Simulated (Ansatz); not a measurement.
Basis-set extrapolation for C2H6AlNSi, SMILES `[CH3][Al]1[N]=C[SiH2]1` (PBE0-D4/def2-TZVP geometry, frozen core, the Gaussian-basis code of Ansatz). Multiplicity 1, RHF reference.

|  | def2-TZVPP | def2-QZVPP |
| --- | --- | --- |
| HF | -664.570600 | -664.592297 |
| MP2 correlation | -0.720099 | -0.769039 |
| CCSD(T) correlation | -0.801227 | not run |

Energies in hartree. Use E(X) = E(∞) + A·exp(−7.88·√X) for Hartree–Fock and E(X) = E(∞) + B·X^(−2.97) for correlation, with X = 3 and 4, and add CCSD(T) minus MP2 of the smaller set to the MP2 limit.

What is the CCSD(T) energy at the basis-set limit?

HF limit: -664.592297 + (-0.021697) × 0.13774 = -664.59529. MP2 limit: -0.769039 + (-0.048940) × 0.74074 = -0.80529. Higher-order term: -0.801227 − (-0.720099) = -0.08113. Total: -665.48171 hartree, 69.0 kcal/mol below CCSD(T)/def2-TZVPP.
